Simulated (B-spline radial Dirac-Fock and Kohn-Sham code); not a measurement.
## 3s photoionisation of Ni⁵⁺ near threshold

System: nickel as Ni⁵⁺, configuration [Ar] 3d5. The computed 3s threshold is 220.4 eV; without correlation, outer thresholds are uncertain by 1 to 2 eV. With an open shell the threshold is an average over the terms of the final ion.

Method: independent-particle photoionisation in a Dirac-Hartree-Slater potential with a Latter tail, all multipoles, thresholds from Dirac-Fock ΔSCF. Computed with a B-spline atomic structure program. Interchannel coupling and autoionising resonances are not included, so magnitudes near threshold are approximate.

```
kinetic energy (eV)  σ (Mb)     β
                1.5   0.271  2.00
                2.3   0.270  2.00
                3.7   0.268  2.00
                5.7   0.266  2.00
                9.0   0.262  2.00
               14.0   0.257  2.00
               21.9   0.248  2.00
               34.2   0.235  2.00
               53.5   0.215  2.00
               83.7   0.188  2.00
              130.9   0.154  2.00
              204.6   0.116  2.00
              319.9  0.0797  2.00
```

The cross section shows no minimum in this range. It is largest at the lowest energy, 0.271 Mb. β stays at 2.00.

Run: 2.2 s of CPU time on 1 thread of Intel(R) Xeon(R) 6975P-C (shared host), peak memory 0.32 GiB.
